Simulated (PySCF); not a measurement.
Species: phenylvinylnitrile, C9H7N.
InChI=1S/C9H7N/c10-8-4-7-9-5-2-1-3-6-9/h1-7H/b7-4+

Torsions of this conformer, `[N:1]#[C:2]/[CH:3]=[CH:4]/[c:5]1[cH:6][cH:7][cH:8][cH:9][cH:10]1`: C3–C4–C5–C6 0°.

The closed-shell ground state was solved at several levels (PySCF, density fitting, gas phase, non-relativistic). Geometry: PBE0-D3(BJ)/def2-SVP, one conformer, isolated molecule.

```json
{"level": "CAM-B3LYP/def2-SVPD", "basis functions": "256", "HOMO (eV)": "-8.30", "LUMO (eV)": "-1.26", "gap (eV)": "7.04", "dipole (D)": "5.48"}
{"level": "PBE0/pcSseg-1", "basis functions": "205", "HOMO (eV)": "-7.18", "LUMO (eV)": "-2.28", "gap (eV)": "4.90", "dipole (D)": "5.40"}
```

Problem. What might mPW1PW91/pcSseg-1 (205 basis functions) give for the same quantities?

Solution. HOMO -7.20 eV, LUMO -2.29 eV, gap 4.91 eV, dipole 5.42 D.

Problem. How far do the dipole and the HOMO energy spread over the levels?

Solution. The dipole runs from 5.40 to 5.48 D (mean 5.43 D) and the HOMO from -8.30 to -7.18 eV.
